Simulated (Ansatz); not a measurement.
In₃P₃H₁₂, a cluster cut from wurtzite InP (hydrogen-capped). Total charge 0; singlet. Geometry r2SCAN-D4/def2-SVP.

```tsv
atom	x (Å)	y (Å)	z (Å)
P1	-1.8346	0.9934	0.8912
In2	0.1743	2.6938	0.7222
P3	1.5392	1.2957	-1.0492
In4	-1.8273	-1.5974	1.3843
P5	-0.0965	-2.2094	-0.5091
In6	2.3023	-1.2283	-0.9973
H7	-2.7255	1.5561	1.8476
H8	-2.6599	1.2013	-0.2490
H9	-0.4163	4.0969	-0.0872
H10	1.0379	2.5708	2.2049
H11	0.9418	1.5253	-2.3200
H12	2.7257	2.0453	-1.2842
H13	-3.3594	-2.2126	0.8876
H14	-1.0000	-1.8037	2.8784
H15	-0.8064	-2.2139	-1.7422
H16	0.0844	-3.6176	-0.4151
H17	3.2094	-1.4282	0.4507
H18	2.7108	-1.6674	-2.6137
```

In the def2 sets In takes a core potential; there is no spin–orbit coupling.

Question: Estimate the orbital energies around the gap (eV) in Ansatz with PBE-D4/def2-SVP, PBE-D4/def2-TZVP, r2SCAN-D4/def2-TZVP, r2SCANh-D4/def2-TZVP, CAM-B3LYP-D4/def2-TZVP.

Answer: 
| orbital | PBE-D4/def2-SVP | PBE-D4/def2-TZVP | r2SCAN-D4/def2-TZVP | r2SCANh-D4/def2-TZVP | CAM-B3LYP-D4/def2-TZVP |
| --- | --- | --- | --- | --- | --- |
| HOMO−5 | -6.98 | -7.06 | -7.35 | -7.78 | -9.58 |
| HOMO−4 | -6.97 | -7.05 | -7.35 | -7.78 | -9.58 |
| HOMO−3 | -6.89 | -6.97 | -7.27 | -7.69 | -9.49 |
| HOMO−2 | -6.71 | -6.73 | -6.97 | -7.34 | -8.90 |
| HOMO−1 | -6.35 | -6.40 | -6.64 | -7.02 | -8.61 |
| HOMO | -6.35 | -6.40 | -6.64 | -7.02 | -8.61 |
| LUMO | -1.44 | -1.63 | -1.44 | -1.15 | -0.06 |
| LUMO+1 | -1.44 | -1.57 | -1.27 | -1.03 | -0.06 |
| LUMO+2 | -1.33 | -1.57 | -1.27 | -1.03 | 0.21 |
| LUMO+3 | -0.88 | -1.25 | -1.01 | -0.71 | 0.51 |
| LUMO+4 | -0.53 | -0.80 | -0.45 | -0.20 | 0.85 |
| LUMO+5 | -0.22 | -0.67 | -0.42 | -0.11 | 1.03 |
